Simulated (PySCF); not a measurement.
Isomers of C5H11ClOSi2.

All values: PBE0/pcSseg-1 (PySCF) at GFN2-xTB geometries, gas phase, one conformer each.

Question: Rank by HOMO energy, lowest first.
A. `[CH3:1][C:2](=[O:3])[CH2:4]/[CH:5]=[C:6](\[Cl:7])[SiH2:8][SiH3:9]` with C1–C2–C4–C5 166°, C2–C4–C5–C6 -106°, C5–C6–Si8–Si9 -110°
B. `[CH3:1][C:2]([CH3:3])=[C:4]([CH:5]=[O:6])[SiH2:7][SiH2:8][Cl:9]` with C2–C4–C5–O6 167°, C2–C4–Si7–Si8 -113°, C4–Si7–Si8–Cl9 25°
C. `[CH2:1]=[C:2]([CH3:3])[C@@H:4]1[CH2:5][SiH2:6][O:7][Si@@H:8]1[Cl:9]` with C1–C2–C4–C5 -130°, C2–C4–C5–Si6 -98°, C4–C5–Si6–O7 -20°, C5–Si6–O7–Si8 4°, Si6–O7–Si8–Cl9 130°

Answer: B (-7.48 eV), A (-7.23 eV), C (-7.03 eV).

Question: Rank by dipole moment, lowest first.
A. `[CH3:1]/[C:2]([SiH3:3])=[C:4](\[CH:5]=[O:6])[CH2:7][SiH2:8][Cl:9]` with C2–C4–C5–O6 -159°, C2–C4–C7–Si8 124°, C4–C7–Si8–Cl9 -33°
B. `[CH2:1]=[C:2]([CH3:3])[C@@H:4]1[CH2:5][SiH2:6][O:7][Si@@H:8]1[Cl:9]` with C1–C2–C4–C5 -130°, C2–C4–C5–Si6 -98°, C4–C5–Si6–O7 -20°, C5–Si6–O7–Si8 4°, Si6–O7–Si8–Cl9 130°
C. `[CH3:1][C:2]([CH3:3])=[C:4]([CH:5]=[O:6])[SiH2:7][SiH2:8][Cl:9]` with C2–C4–C5–O6 167°, C2–C4–Si7–Si8 -113°, C4–Si7–Si8–Cl9 25°
D. `[CH3:1][C:2](=[O:3])[CH2:4]/[CH:5]=[C:6](\[Cl:7])[SiH2:8][SiH3:9]` with C1–C2–C4–C5 166°, C2–C4–C5–C6 -106°, C5–C6–Si8–Si9 -110°

Answer: D (2.24 D), B (2.48 D), A (3.66 D), C (4.39 D).

Question: Rank by the lowest IAO charge on any atom, lowest value first.
A. `[CH3:1][C:2](=[O:3])[CH2:4]/[CH:5]=[C:6](\[Cl:7])[SiH2:8][SiH3:9]` with C1–C2–C4–C5 166°, C2–C4–C5–C6 -106°, C5–C6–Si8–Si9 -110°
B. `[CH2:1]=[C:2]([CH3:3])[C@@H:4]1[CH2:5][SiH2:6][O:7][Si@@H:8]1[Cl:9]` with C1–C2–C4–C5 -130°, C2–C4–C5–Si6 -98°, C4–C5–Si6–O7 -20°, C5–Si6–O7–Si8 4°, Si6–O7–Si8–Cl9 130°
C. `[CH3:1][C:2]([CH3:3])=[C:4]([CH:5]=[O:6])[SiH2:7][SiH2:8][Cl:9]` with C2–C4–C5–O6 167°, C2–C4–Si7–Si8 -113°, C4–Si7–Si8–Cl9 25°
D. `[CH3:1]/[C:2]([SiH3:3])=[C:4](\[CH:5]=[O:6])[CH2:7][SiH2:8][Cl:9]` with C2–C4–C5–O6 -159°, C2–C4–C7–Si8 124°, C4–C7–Si8–Cl9 -33°

Answer: B (-0.888 e), D (-0.546 e), A (-0.481 e), C (-0.431 e).

All values together:

```tsv
SMILES	μ (D)	HOMO (eV)	LUMO (eV)	lowest IAO charge (e)	highest IAO charge (e)	lowest Hirshfeld charge (e)	highest Hirshfeld charge (e)
C/C([SiH3])=C(\C=O)C[SiH2]Cl	3.66	-7.47	-2.27	-0.546 (C)	+0.814 (Si)	-0.182 (O)	+0.326 (Si)
C=C(C)[C@@H]1C[SiH2]O[Si@@H]1Cl	2.48	-7.03	0.23	-0.888 (O)	+1.116 (Si)	-0.318 (O)	+0.410 (Si)
CC(=O)C/C=C(\Cl)[SiH2][SiH3]	2.24	-7.23	-0.58	-0.481 (C)	+0.465 (Si)	-0.232 (O)	+0.237 (Si)
CC(C)=C(C=O)[SiH2][SiH2]Cl	4.39	-7.48	-1.93	-0.431 (C)	+0.531 (Si)	-0.202 (O)	+0.246 (Si)
```

Conformers: `[CH3:1]/[C:2]([SiH3:3])=[C:4](\[CH:5]=[O:6])[CH2:7][SiH2:8][Cl:9]` with C2–C4–C5–O6 -159°, C2–C4–C7–Si8 124°, C4–C7–Si8–Cl9 -33°; `[CH2:1]=[C:2]([CH3:3])[C@@H:4]1[CH2:5][SiH2:6][O:7][Si@@H:8]1[Cl:9]` with C1–C2–C4–C5 -130°, C2–C4–C5–Si6 -98°, C4–C5–Si6–O7 -20°, C5–Si6–O7–Si8 4°, Si6–O7–Si8–Cl9 130°; `[CH3:1][C:2](=[O:3])[CH2:4]/[CH:5]=[C:6](\[Cl:7])[SiH2:8][SiH3:9]` with C1–C2–C4–C5 166°, C2–C4–C5–C6 -106°, C5–C6–Si8–Si9 -110°; `[CH3:1][C:2]([CH3:3])=[C:4]([CH:5]=[O:6])[SiH2:7][SiH2:8][Cl:9]` with C2–C4–C5–O6 167°, C2–C4–Si7–Si8 -113°, C4–Si7–Si8–Cl9 25°.
